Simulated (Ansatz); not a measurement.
One change: `S[SiH]1BO1` becomes `[GeH3][SiH]1BO1`.

Ansatz, PBE0-D4/def2-TZVP geometries, multiplicity 1. Each molecule was computed in one conformer, which needn't be the lowest.

Scalar relativity is left out up to krypton.

```csv
property,`S[SiH]1BO1`
HOMO energy (B3LYP/def2-TZVPP) / eV,-6.92
size of the dipole moment (ωB97M-V/def2-TZVPP) / D,1.25
HOMO–LUMO gap (ωB97M-V/def2-TZVPP) / eV,9.99
LUMO energy (ωB97M-V/def2-TZVPP) / eV,0.76
HOMO–LUMO gap (PBE/def2-TZVPP) / eV,3.75
HOMO–LUMO gap (PBE0/def2-TZVPP) / eV,5.89
```

(1) Give the same properties after the change, and the shifts. (Best estimate.)

Results:

(1) The calculation gave: 
```csv
property,`[GeH3][SiH]1BO1`,shift
HOMO energy (B3LYP/def2-TZVPP) / eV,-6.79,0.13
size of the dipole moment (ωB97M-V/def2-TZVPP) / D,1.13,-0.12
HOMO–LUMO gap (ωB97M-V/def2-TZVPP) / eV,9.78,-0.21
LUMO energy (ωB97M-V/def2-TZVPP) / eV,0.73,-0.03
HOMO–LUMO gap (PBE/def2-TZVPP) / eV,3.82,0.07
HOMO–LUMO gap (PBE0/def2-TZVPP) / eV,5.86,-0.03
```

The zero-point energy changes by 35.6 kJ/mol with +6 modes. Dipoles are sizes alone; their direction can turn.

B3LYP here is the variant with VWN-RPA as its local correlation; programs differ in this.
